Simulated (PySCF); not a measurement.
TeC and its ions

RHF; basis Te def2-SVPD with ECP28, C def2-SVPD; scalar-relativistic core potentials; PySCF 2.14. Neutral (RHF): singlet (closed shell), Re = 1.873 Å, ωe = 958 cm⁻¹, De = 1.33 eV, HOMO -10.30 eV, LUMO 0.52 eV.

TeC⁻ (ROHF): doublet (π ↑), Re = 2.035 Å, ωe = 667 cm⁻¹. The energies at the minima are -304.69279 hartree for TeC and -304.72899 for TeC⁻.

Work out the adiabatic electron affinity, without and with harmonic zero-point energies (1 hartree = 27.2114 eV, 1 eV = 8065.5 cm⁻¹), and the change of the bond length.

At HF: 0.03620 hartree = 0.985 eV between the minima; the zero-point term (958.0 − 667.0)/2 cm⁻¹ = +0.018 eV makes it 1.003 eV. Re changes by +16.2 pm against the neutral. The electron enters a π orbital, and the longer bond of the ion fits an antibonding orbital, or a change in how ionic the bond is.

These are scalar-relativistic numbers at best; spin–orbit coupling would shift them, the dissociation energy most. Where the molecule has an RHF reference, its open-shell atoms are computed with UHF. Hartree–Fock leaves out correlation, which carries a large part of most bond energies and some tenths to 1 eV of ionisation energies. States were picked by a PBE0 search and need not be the measured ground states.
